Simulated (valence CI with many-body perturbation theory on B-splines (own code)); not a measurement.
In XIX: one-electron terms

Calculated by configuration interaction combined with many-body perturbation theory (CI+MBPT): three valence electrons over a frozen Dirac-Fock core [Ar] 3d10, radial functions for each j: 11 s, 11 p, 9 d, 7 f, 5 g, 2 h, 1 i, with the one-electron correlation potential Σ1, the two-electron term Σ2, the three-electron term Σ3, Breit, model QED; selected CI, second order for the rest (own B-spline code, finite nucleus).

No measured levels were compared; by estimate levels hold to about 250 cm⁻¹ or 0.2 % of their energy and the worst to 1 %, as in measured heavy ions of charge 2 to 7; those with d or f electrons hold less well.

These are the spectroscopic orbitals of the CI (the correlating ones are not listed), shaped by the core and the other valence electrons. h is the expectation value of the core's Dirac-Fock operator, without the valence repulsion; Σ1 is computed up to l = 3 at one energy for each symmetry, that of its lowest orbital but kept below the first core excitation, so for empty shells it is not the orbital's own correlation shift; Breit and QED include the response of the core.

| Orbital | h (hartree) | Σ1 (cm⁻¹) | Breit (cm⁻¹) | QED (cm⁻¹) | ⟨r⟩ (bohr) |
| --- | --- | --- | --- | --- | --- |
| 4s1/2 | -21.755 | -11769 | 2003 | 1535 | 0.7524 |
| 5s1/2 | -12.481 | -3903 | 837 | 645 | 1.318 |
| 6s1/2 | -8.1089 | -1805 | 419 | 326 | 2.048 |
| 7s1/2 | -5.6952 | -1002 | 243 | 189 | 2.932 |
| 4p1/2 | -20.175 | -11557 | 3101 | -72.8 | 0.7689 |
| 5p1/2 | -11.752 | -3909 | 1299 | -29.9 | 1.364 |
| 6p1/2 | -7.719 | -1878 | 677 | -15.5 | 2.114 |
| 7p1/2 | -5.4624 | -1062 | 398 | -9.1 | 3.020 |
| 4p3/2 | -19.791 | -10809 | 1939 | 76.5 | 0.7852 |
| 5p3/2 | -11.582 | -3734 | 814 | 32.5 | 1.385 |
| 6p3/2 | -7.629 | -1809 | 443 | 17.1 | 2.139 |
| 7p3/2 | -5.4088 | -1028 | 261 | 10.1 | 3.051 |
| 4d3/2 | -17.207 | -10566 | 1061 | -88.4 | 0.8133 |
| 5d3/2 | -10.407 | -3886 | 478 | -38.4 | 1.457 |
| 6d3/2 | -6.9952 | -1960 | 261 | -20.6 | 2.252 |
| 4d5/2 | -17.133 | -10355 | 571 | -44.9 | 0.8176 |
| 5d5/2 | -10.372 | -3816 | 250 | -19.2 | 1.463 |
| 6d5/2 | -6.9765 | -1925 | 136 | -10.2 | 2.259 |
| 4f5/2 | -14.431 | -9299 | 194 | -28.2 | 0.8245 |
| 5f5/2 | -9.1937 | -3327 | 102 | -15.7 | 1.515 |
| 4f7/2 | -14.423 | -9177 | -9.3 | -19.4 | 0.8254 |
| 5f7/2 | -9.1884 | -3274 | -5.4 | -10.8 | 1.516 |
| 5g7/2 | -8.7882 |  | 1.4 | -1.7 | 1.419 |
| 5g9/2 | -8.7863 |  | -5.4 | 0.2 | 1.420 |

Among the shells of the start configuration 4s2 4p1, Σ1 is largest in size for 4s1/2, where it is 0.25 % of h.

Lowest root of each symmetry, sizes in configuration state functions:

```tsv
J	Parity	Roots	Reference	Variational	Second order	Change by selected CI (cm⁻¹)	Change by second order (cm⁻¹)
1/2	even	9	53	7454	16166	-1004	0
3/2	even	12	82	11849	25236	-666	-1
5/2	even	11	84	13872	39806	-973	-1
7/2	even	6	61	12844	40132	-1754	-3
9/2	even	3	41	9340	31282	-2043	-4
1/2	odd	7	52	6868	19412	-1937	0
3/2	odd	12	85	11937	31431	-1895	0
5/2	odd	10	84	13297	37799	-1545	-2
7/2	odd	6	64	11707	41824	-1234	-2
9/2	odd	2	34	8287	43593	-1003	-4
```
